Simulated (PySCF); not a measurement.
Run record for `C=[CH][GeH2][C](F)(F)F`: KT3/def2-SVPD, IEF-PCM dimethylsulfoxide, full TDDFT, 25 singlets.

Method: TDDFT KT3/def2-SVPD, vertical, IEF-PCM dimethylsulfoxide (non-equilibrium linear response), core orbitals frozen in the response (PySCF 2.14.0, density-fitted response routines). Geometry: GFN2-xTB. The input is one job of a driver script: a line of settings, then coordinates in Å.

Command:
```bash
OMP_NUM_THREADS=1 python probes_run.py task.json out
```

Input:
```
{"job": {"kind": "uv", "xc": "KT3", "basis": "def2-SVPD", "solvent": "dimethylsulfoxide", "nstates": 25, "ntriplets": 0, "tda": false}, "charge": 0, "multiplicity": 1}
C      1.799598    -0.690470     0.470740
C      1.418549     0.541469     0.167710
Ge    -0.421258     1.070268    -0.200413
C     -1.586579    -0.559942    -0.259578
F     -2.875436    -0.248725    -0.485332
F     -1.226747    -1.416999    -1.233557
F     -1.563207    -1.263958     0.888084
H      2.832512    -0.936457     0.663747
H      1.100060    -1.508984     0.539999
H      2.156647     1.331379     0.111326
H     -1.034313     1.952398     0.848533
H     -0.598628     1.729334    -1.537285
```

Output:
```
coarse grid: 51216 points
cycle   1  E = -2506.4914645166  dE =  1.970e-01  |g| = 9.757e-01  |ddm| = 4.653e+00
cycle   2  E = -2506.0808956840  dE =  4.106e-01  |g| = 1.823e+00  |ddm| = 2.425e+00
cycle   3  E = -2506.6645680488  dE = -5.837e-01  |g| = 8.399e-02  |ddm| = 1.604e+00
cycle   4  E = -2506.6657019575  dE = -1.134e-03  |g| = 5.354e-02  |ddm| = 1.776e-01
cycle   5  E = -2506.6664596927  dE = -7.577e-04  |g| = 1.058e-02  |ddm| = 7.852e-02
cycle   6  E = -2506.6664807488  dE = -2.106e-05  |g| = 5.432e-03  |ddm| = 1.735e-02
cycle   7  E = -2506.6664881010  dE = -7.352e-06  |g| = 1.387e-03  |ddm| = 7.252e-03
final grid: 108336 points
cycle   8  E = -2506.6665815392  dE =  1.322e-06  |g| = 2.752e-03  |ddm| = 1.046e-02
cycle   9  E = -2506.6665737469  dE =  7.792e-06  |g| = 5.986e-03  |ddm| = 1.076e-02
cycle  10  E = -2506.6665834047  dE = -9.658e-06  |g| = 5.324e-04  |ddm| = 7.322e-03
cycle  11  E = -2506.6665834590  dE = -5.425e-08  |g| = 4.152e-05  |ddm| = 5.908e-04
cycle  12  E = -2506.6665834593  dE = -3.411e-10  |g| = 1.009e-05  |ddm| = 5.913e-05
converged SCF energy = -2506.6665834593

Static polarisability (au): isotropic 93.562, principal 77.559 91.066 112.060

Singlet excitations
state   eV       nm        f      main configurations
  1   6.4561    192.0   0.00167   H-1->L 0.94
  2   6.7519    183.6   0.04082   H->L+1 0.86, H->L 0.12
  3   6.8376    181.3   0.07850   H-2->L 0.48, H->L+2 0.25, H->L 0.17
  4   6.8825    180.1   0.10072   H-2->L 0.45, H->L 0.22, H->L+2 0.18
  5   6.9611    178.1   0.14902   H->L+2 0.56, H->L 0.27
  6   7.1331    173.8   0.02535   H->L+3 0.95
  7   7.5190    164.9   0.00395   H-1->L+1 0.58, H->L+4 0.32
  8   7.5708    163.8   0.03290   H->L+4 0.52, H-1->L+1 0.37
  9   7.6910    161.2   0.00390   H->L+5 0.94
 10   7.7674    159.6   0.11704   H-1->L+2 0.60, H-3->L 0.18
 11   7.8629    157.7   0.00566   H-3->L 0.34, H-1->L+2 0.26, H-1->L+3 0.21
 12   7.9567    155.8   0.06881   H-2->L+1 0.84, H-1->L+3 0.09
 13   8.0269    154.5   0.03724   H->L+6 0.90
 14   8.0601    153.8   0.04354   H-2->L+2 0.36, H-1->L+3 0.34, H->L+6 0.08
 15   8.2996    149.4   0.09274   H-2->L+2 0.41, H-1->L+3 0.15, H-1->L+4 0.15
 16   8.3237    149.0   0.00556   H->L+7 0.97
 17   8.3453    148.6   0.02963   H-1->L+4 0.80
 18   8.4901    146.0   0.01909   H-1->L+5 0.79, H-2->L+3 0.12
 19   8.5361    145.2   0.26607   H-2->L+3 0.61, H-1->L+5 0.17
 20   8.5670    144.7   0.00398   H-4->L 0.97
 21   8.6618    143.1   0.07209   H-3->L+1 0.86, H-2->L+4 0.10
 22   8.7710    141.4   0.01281   H->L+8 0.59, H-5->L 0.32
 23   8.7975    140.9   0.02040   H-3->L+2 0.68, H-1->L+6 0.25
 24   8.8041    140.8   0.02897   H-1->L+6 0.59, H-3->L+2 0.18, H-5->L 0.10
 25   8.8151    140.6   0.01237   H-5->L 0.46, H->L+8 0.29, H-3->L+2 0.10
```

The SCF starts on a coarse grid where the log names one; the energy can jump when the final grid takes over, and dE then counts from the start density on the new grid. H and L stand for HOMO and LUMO; the number after each pair is its weight.

**Question.** Which computed singlet has the largest oscillator strength, and what do all of them sum to?

**Answer.** State 19 at 8.54 eV (145 nm), f = 0.266; the 25 states sum to 1.273.

**Question.** Give the mean polarisability as a volume in Å³, and the ratio of the largest to the smallest principal value.

**Answer.** 93.562 au × 0.148185 = 13.86 Å³; 112.060/77.559 = 1.44.

In short: SCF converged in 12 cycles with 207 basis and 858 fitting functions; HOMO -7.00 eV, LUMO -1.39 eV; lowest singlet 6.46 eV; mean polarisability 93.6 au.

The species at its GFN2-xTB geometry (one conformer only). The KT3/def2-SVPD calculation is non-relativistic and has no spin–orbit coupling, an omission that weighs most on germanium.

**Question.** Estimate the wall time. Hardware: an Arm Neoverse V1 with one thread, no GPU (shared host). And the peak memory of the process?

**Answer.** About 39 s, with 0.97 GiB resident at the peak, the Python interpreter and its libraries included.

Conformer computed: `[CH2:1]=[CH:2][GeH2:3][C:4]([F:5])([F:6])[F:7]`: C1–C2–Ge3–C4 -7°, C2–Ge3–C4–F5 179°.
